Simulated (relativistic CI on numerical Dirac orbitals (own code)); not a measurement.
**One change at a time: Os28+**

Base calculation: Dirac-Coulomb-Breit CI, KLI orbitals optimised for each configuration, QED by a radiative potential, unscaled Slater integrals.

Configurations in the expansion (outside the closed core [Ar] 3d10): 4s2 4p6 4d10 4f2, 4s2 4p6 4d9 4f3, 4s2 4p6 4d10 4f 5s, 4s2 4p6 4d10 4f 5p, 4s2 4p6 4d10 5s2, 4s2 4p5 4d10 4f3, 4s2 4p6 4d10 5s 5p, 4s2 4p6 4d10 4f 5d, 4s2 4p6 4d10 5p2, 4s2 4p6 4d10 5s 5d, 4s 4p6 4d10 4f3, 4s2 4p6 4d9 4f2 5s, 4s2 4p6 4d9 4f 5s2, 4s2 4p6 4d10 5p 5d, 4s2 4p6 4d10 4f 5f, 4s2 4p6 4d9 4f 5s 5p. Levels of other configurations are missing.

The lowest level and the first level of each name with at least 55 % of one term (blank where a level has no safe partner in the second run):

| Level | Base (cm⁻¹) | Shift (cm⁻¹) |
| --- | --- | --- |
| 4s2 4p6 4d10 4f2 3H_4 | 0 | 0 |
| 4s2 4p6 4d10 4f2 3F_2 | 21352 | -14 |
| 4s2 4p6 4d10 4f2 3H_5 | 31102 | -128 |
| 4s2 4p6 4d10 4f2 3F_3 | 45530 | -127 |
| 4s2 4p6 4d10 4f2 3H_6 | 56738 | -208 |
| 4s2 4p6 4d10 4f2 3F_4 | 81007 | -258 |
| 4s2 4p6 4d10 4f2 3P_0 | 83089 | -39 |
| 4s2 4p6 4d10 4f2 3P_1 | 98326 | -127 |
| 4s2 4p6 4d10 4f2 1I_6 | 101532 | -178 |
| 4s2 4p6 4d10 4f2 3P_2 | 122346 | -245 |
| 4s2 4p6 4d10 4f2 1S_0 | 204973 | -215 |
| 4s2 4p6 4d10 4f 5s 3F°_2 | 1249829 | -4170 |
| 4s2 4p6 4d10 4f 5s 3F°_3 | 1253151 | -4171 |
| 4s2 4p6 4d10 4f 5s 3F°_4 | 1284929 | -4304 |

At this charge energies of transitions that change n are usually good to better than 1 %, and those within a shell (Δn = 0) to a few per cent. Terms inside the open d or f shell come out 10 to 20 % too wide with unscaled integrals.

Q: One thing was changed in a second run, which moved the levels as shown. Which?
A. configuration mixing switched off
B. QED terms removed
C. Breit term removed
D. non-relativistic limit

A: B. QED terms removed. QED shifts follow the density of s (and p1/2) electrons at the nucleus, so configurations move by their count of such electrons; where none moves, the smaller shifts of p3/2 electrons and of j = l + 1/2 against j = l − 1/2 set the pattern.

LS names give the leading component of a level, which can be under half, so a name can repeat, a term be missing and a line seem to break the LS rules.
